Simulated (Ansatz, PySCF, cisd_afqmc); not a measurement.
System: TlI, charge 0, singlet. TlI (SMILES [I][Tl]).
B3LYP-D3(BJ)/def2-TZVP minimum from Ansatz (an electronic-structure program):
```xyz
2

Tl     0.0000     0.0000    -1.1376
I      0.0000     0.0000     1.7386
```
Charge 0, spin multiplicity 1.

Atomisation energy term by term, kcal/mol (programs: Ansatz, cisd_afqmc). Open shells are spin-unrestricted; no spin-orbit coupling. Cores are frozen in correlated methods (noble-gas shells, and filled d and f shells in the p block). Past Kr the def2 sets carry scalar-relativistic core potentials. The Monte Carlo rows (phaseless AFQMC, CISD trial, step 0.005/hartree) carry one-sigma bars that omit the constraint's bias. Outlying blocks are dropped, and bars are widened where a walk drifts. Over all cases where full CI ran beside it in this data, AFQMC minus full CI had a median of +0.1 mEh and passed +0.4 mEh in a tenth of the cases. CBS(X,Y): correlation extrapolated as X^-3, Hartree-Fock from the larger set. A bracket is a step between two methods taken in the basis named. Where a partner has so few electrons that a lower coupled-cluster level is exact, that level stands in. Spin-orbit terms, left out, reach several kcal/mol for Br and I, and more for heavier atoms.

```
term                                                          basis  kcal/mol
-----------------------  ------------------------------------------  --------
Hartree-Fock                                             def2-QZVPP     58.12
CCSD correlation                         CBS(def2-TZVPP,def2-QZVPP)     21.92
(T)                                      CBS(def2-TZVPP,def2-QZVPP)      2.75
CCSDT(Q) - CCSD(T)                                       def2-QZVPP      0.10
CCSDTQ - CCSDT(Q)                                          def2-SVP     -0.02
minus zero-point energy  Hessian by PySCF at B3LYP-D3(BJ)/def2-TZVP     -0.20
sum: D0                                                                  82.7
```

The step beyond CCSD(T) by other levels: CCSDTQ in def2-SVP 0.25; AFQMC/CISD in def2-SVP 0.29 ± 0.18; CCSDT(Q) in def2-SVP 0.28; CCSDT(Q) in def2-TZVPP 0.14 kcal/mol.
